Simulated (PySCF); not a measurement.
**Identify the compound**

An unknown has the formula C7H13BO2. Its calculated NMR data are:

1H NMR (300 MHz, computed): δ 3.40 (br s, 2H), 1.82 (m, 2H), 1.56 (m, 2H), 1.13 (m, 2H), 1.13 (m, 2H), 1.04 (m, 2H), -1.08 (m, 1H).

13C{1H} NMR (computed): δ 27.0 (CH2), 23.6 (CH2), 20.0 (CH), 11.3 (CH).

Averaged over atoms made equivalent by symmetry, fast rotation or ring inversion, single conformer, no solvent, non-relativistic. PBE0-D3(BJ)/def2-SVP structure; shieldings: GIAO B97-2/pcSseg-1; PySCF 2.14.0 with density-fitted response routines.

Chemical shifts δ = σref − σ; TMS for 1H (σref 31.38), 13C (σref 183.69), all at this level.

Problem. Which of these isomers gave the spectra?
A. C=C(C)CB(O)OC1CC1
B. C[C@@H]1CC2(CC2)[C@H]1B(O)O
C. C[C@@H]1CC2(CC2)[C@@H]1B(O)O
D. OB(O)[C@H]1[C@@H]2CCCC[C@@H]21

Solution. D. 

- 4 carbon signals for 7 carbons: some carbons are equivalent by symmetry or fast rotation.
- Carbon types of the structure: 3 × CH, 4 × CH2, leaving 2 H on heteroatoms.
- δC 27.0, 23.6: sp3 CH2 in a ring; a saturated carbon with 2 carbon neighbours and no heteroatom attached.
- δC 20.0, 11.3: three-membered-ring carbon; carbons of three-membered rings are unusually shielded.
- δH 3.40: hydrogen on an oxygen bonded to B; exchangeable; this is the value without hydrogen bonding to other molecules.
- δH 1.82, 1.56, 1.13, 1.04: hydrogen on an sp3 CH2 in a ring; far from electronegative atoms and π systems.
- δH 1.13, -1.08: hydrogen on a three-membered-ring carbon; cyclopropane-type protons are shielded by the ring.

The others: C=C(C)CB(O)OC1CC1 would give 6 carbon signals, not 4; C[C@@H]1CC2(CC2)[C@@H]1B(O)O would give 7 carbon signals, not 4; C[C@@H]1CC2(CC2)[C@H]1B(O)O would give 7 carbon signals, not 4.

OH/NH shifts are gas-phase values; hydrogen bonding in solution moves them, usually downfield. A carbon bonded to boron is broadened by the quadrupolar boron nucleus and is often missing from a measured spectrum. Shifts are as computed. Against solution values, carbons near 30 ppm lie about +1 ppm off and those near 130 ppm about +2 ppm. Of 1211 compounds with measured shifts, 218 miss one by over three times the rms of a fit or turn the order of signals round; such compounds aren't used in these exercises. Multiplicities follow the n + 1 count of equivalent neighbours, as no J values were calculated; m marks all less simple cases, F and P coupling included.
